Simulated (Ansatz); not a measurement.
The same molecule with X = B, Al, Ga, In. Ansatz, PBE0-D4/def2-TZVP geometries, multiplicity 1. Each molecule was computed in one conformer, which needn't be the lowest.

Elements past krypton have def2 core potentials. Scalar relativity is left out up to krypton.

| X | molecule | mean X–Br bond length / Å | mean X–S bond length / Å | HOMO energy (PBE0/def2-TZVPP) / eV | HOMO energy (B3LYP/def2-TZVPP) / eV | LUMO energy (PBE/def2-TZVPP) / eV |
| --- | --- | --- | --- | --- | --- | --- |
| B | `SB(S)Br` | 1.920 | 1.791 | -7.80 | -7.54 | -1.99 |
| Ga | `[SH][Ga]([SH])[Br]` | 2.286 | 2.185 | -7.88 | -7.61 | -2.29 |
| In | `[SH][In]([SH])[Br]` | 2.459 | 2.366 | -7.84 | -7.57 | -2.96 |

Problem. Give the row for X = Al, `[SH][Al]([SH])[Br]`. (Best estimate.)

Solution. Computed: 
```tsv
X	molecule	mean X–Br bond length / Å	mean X–S bond length / Å	HOMO energy (PBE0/def2-TZVPP) / eV	HOMO energy (B3LYP/def2-TZVPP) / eV	LUMO energy (PBE/def2-TZVPP) / eV
Al	`[SH][Al]([SH])[Br]`	2.242	2.170	-7.95	-7.67	-1.72
```

From B to In the mean X–Br bond length rises at each step, by 0.539 Å in all; the mean X–S bond length rises at each step, by 0.575 Å in all; the HOMO energy (PBE0/def2-TZVPP) isn't monotonic: highest at B, lowest at Al; the HOMO energy (B3LYP/def2-TZVPP) isn't monotonic: highest at B, lowest at Al; the LUMO energy (PBE/def2-TZVPP) isn't monotonic: highest at Al, lowest at In. Bonds lengthen as the atom grows down the group.

B3LYP here is the variant with VWN-RPA as its local correlation; programs differ in this.

Spin–orbit coupling is left out; it splits and shifts lone-pair levels of the heavy atoms by tenths of an eV.
